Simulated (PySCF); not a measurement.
Mg(I)(GeH3), SMILES [GeH3][Mg][I], PBE0/def2-SVP optimised geometry.

```
6

Mg     0.30    -0.36     0.00
I      2.87    -0.36    -0.01
Ge    -2.27    -0.36     0.00
H     -2.87    -1.07    -1.24
H     -2.87    -1.07     1.23
H     -2.87     1.07     0.00
```

Density from PBE0/def2-TZVP, def2 effective core potentials past Kr in PySCF 2.14.0 at that geometry. The core electrons that the potentials of I replace are not part of the density.

Minimum of the electron density along straight lines between bonded atoms, close to the bond critical point (lines longer than 1.1 times the sum of covalent radii, or with two minima, are not listed):

| bond | length / Å | ρ at the minimum / e bohr⁻³ | ∇²ρ there / e bohr⁻⁵ | position (fraction from the first atom) |
|---|---|---|---|---|
| Mg1–I2 | 2.570 | 0.039 | 0.14 | 0.36 |
| Mg1–Ge3 | 2.573 | 0.041 | 0.08 | 0.37 |
| Ge3–H4 | 1.546 | 0.129 | 0.06 | 0.59 |
| Ge3–H5 | 1.546 | 0.129 | 0.06 | 0.59 |
| Ge3–H6 | 1.546 | 0.129 | 0.06 | 0.59 |
